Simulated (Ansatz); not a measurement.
C$_{5}$H$_{6}$, charge -1, doublet (typed; the unrestricted solution is spin-contaminated), geometry from GFN2-xTB (a state made from the parent by changing its charge; the spin is typed, not shown lowest) (a gas-phase anion, which may not be bound at this level); Ansatz (a program for electronic structure) with CCSD(T)/STO-3G.

Ansatz was given this input:
Ansatz 0.2 input:
```yaml
crystal:
  periodic: [false, false, false]
  atoms:
    - {symbol: C, position_ang: [-0.99014642, 0.71710802, -0.17986626]}
    - {symbol: C, position_ang: [0.33325385, 1.14420027, -0.13835265]}
    - {symbol: C, position_ang: [1.22935694, -0.03000820, 0.09982160]}
    - {symbol: C, position_ang: [0.25072853, -1.15845509, 0.18577098]}
    - {symbol: C, position_ang: [-1.03977176, -0.66755839, 0.01504051]}
    - {symbol: H, position_ang: [-1.85023973, 1.36126805, -0.33915678]}
    - {symbol: H, position_ang: [0.69733873, 2.15759310, -0.25553311]}
    - {symbol: H, position_ang: [1.85993624, 0.07802093, 1.02783976]}
    - {symbol: H, position_ang: [1.99532939, -0.17212670, -0.71479905]}
    - {symbol: H, position_ang: [0.54160206, -2.18783524, 0.35613290]}
    - {symbol: H, position_ang: [-1.94449352, -1.26863986, 0.03103119]}
basis:
  gaussian:
    orbitals: STO-3G
total_charge: -1
magnetization: {spin_polarized: true, initial_magnetization: 1}
correlation: {method: ccsd_t}
```

Output, abridged:

```
Functional definition: HF
441 factors; integrals over basis functions are off by at most 2.7e-5 eV
mean field evaluation 1: about -5174.9780 eV, gradient 1.3e1 eV
mean field evaluation 2: about -5175.2549 eV, gradient 1.3e1 eV
mean field evaluation 4: about -5176.6964 eV, gradient 1.9e0 eV
mean field evaluation 8: about -5176.8717 eV, gradient 8.0e-2 eV
mean field evaluation 16: about -5176.2571 eV, gradient 3.9e0 eV
mean field -5176.86953794 eV, -190.2464465109 hartree, gradient 3.2e-6 eV, S^2 0.918628; 2 other end points of the search recorded, 0 dependent functions left out
5 core orbitals not correlated
reference -5176.86953794 eV, -190.2464465109 hartree; 14, 13 occupied and 12, 13 virtual orbitals, 441 factors
second order -6.69943375 eV of doubles, -0.00000000 eV of singles
cycle   1  -7.90027358 eV  change    -1.2e0 eV  update   9.7e-2
cycle   2  -8.55772158 eV  change   -6.6e-1 eV  update   4.8e-2
cycle   3  -8.66570929 eV  change   -1.1e-1 eV  update   2.1e-2
cycle   4  -8.66846327 eV  change   -2.8e-3 eV  update   9.8e-3
cycle   5  -8.66848654 eV  change   -2.3e-5 eV  update   3.4e-3
cycle   6  -8.66753470 eV  change    9.5e-4 eV  update   1.1e-3
cycle   7  -8.66814067 eV  change   -6.1e-4 eV  update   3.3e-4
cycle   8  -8.66853106 eV  change   -3.9e-4 eV  update   1.2e-4
cycle   9  -8.66849497 eV  change    3.6e-5 eV  update   3.8e-5
cycle  10  -8.66849809 eV  change   -3.1e-6 eV  update   1.4e-5
perturbative correction -0.15569103 eV, -0.0057215398 hartree
Total energy: -5185.69372705 eV, -190.5707294797 hartree
```
